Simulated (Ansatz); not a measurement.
The same molecule with X = B, Al, Ga, In. Ansatz, PBE0-D4/def2-TZVP geometries, multiplicity 1. Each molecule was computed in one conformer, which needn't be the lowest.

Elements past krypton have def2 core potentials. Scalar relativity is left out up to krypton.

| X | molecule | mean X–Cl bond length / Å | mean X–N bond length / Å | zero-point energy (PBE0-D4/def2-TZVP) / kJ/mol | HOMO–LUMO gap (PBE/def2-TZVPP) / eV | LUMO energy (PBE0/def2-TZVPP) / eV |
| --- | --- | --- | --- | --- | --- | --- |
| B | `NB(N)Cl` | 1.790 | 1.404 | 155.6 | 5.85 | 0.74 |
| Al | `[NH2][Al]([NH2])[Cl]` | 2.099 | 1.758 | 138.8 | 4.93 | -0.08 |
| In | `[NH2][In]([NH2])[Cl]` | 2.335 | 2.009 | 134.6 | 3.95 | -1.25 |

(1) Give the row for X = Ga, `[NH2][Ga]([NH2])[Cl]`. (An estimate is asked.)

Answers

(1) Computed: 
```json
{"X": "Ga", "molecule": "`[NH2][Ga]([NH2])[Cl]`", "mean X–Cl bond length / Å": "2.145", "mean X–N bond length / Å": "1.808", "zero-point energy (PBE0-D4/def2-TZVP) / kJ/mol": "136.5", "HOMO–LUMO gap (PBE/def2-TZVPP) / eV": "4.73", "LUMO energy (PBE0/def2-TZVPP) / eV": "-0.28"}
```

From B to In the mean X–Cl bond length rises at each step, by 0.545 Å in all; the mean X–N bond length rises at each step, by 0.605 Å in all; the zero-point energy (PBE0-D4/def2-TZVP) falls at each step, by 21.0 kJ/mol in all; the HOMO–LUMO gap (PBE/def2-TZVPP) falls at each step, by 1.90 eV in all; the LUMO energy (PBE0/def2-TZVPP) falls at each step, by 1.99 eV in all. Bonds lengthen as the atom grows down the group.
